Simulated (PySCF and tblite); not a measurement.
Results of a calculation; reference values are marked as such.
C₅H₉FO, numbered as in [CH3:1][C@@:2]1([F:3])[CH2:4][CH2:5][O:6][CH2:7]1.

Level: PBE0-D3(BJ)/pcSseg-1//GFN2-xTB, thermal terms from GFN2-xTB, symmetry numbers and mirror pairs counted. Conformers within 3 kcal/mol (GFN2-xTB free energy) were kept, 10 at most. (PySCF 2.14, tblite 0.8.)

Rotational constants are equilibrium values for the commonest isotopes; dipoles come from the energy level named.

The 5-ring runs over atoms 2–4–5–6–7.

| conformer | shape | symmetry |
| --- | --- | --- |
| 1 | 5-ring between envelope and twist (ring torsions -29, 41, -35, 15, 8°) | C1 |
| 2 | 5-ring between envelope and twist (ring torsions 32, -39, 30, -8, -14°) | C1 |

Problem. Give the rotational constants and dipole components, as needed to look for these species in a jet-cooled rotational spectrum.

Solution. 
```tsv
conformer	A (MHz)	B (MHz)	C (MHz)	abs μa (D)	abs μb (D)	abs μc (D)	κ	Ic−Ia−Ib (u Å²)
1	4207	2243	2125	0.20	0.40	1.20	-0.89	-107.6
2	4211	2238	2121	0.21	1.76	1.37	-0.89	-107.6
```

Problem. Which type of transition is strongest for conformer 1?

Solution. c-type, since that component is clearly the largest; the top is near-prolate.


Conformer gaps in pcSseg-1 on xTB geometries can be 2 kcal/mol off for S=O, P=O and other polar bonds.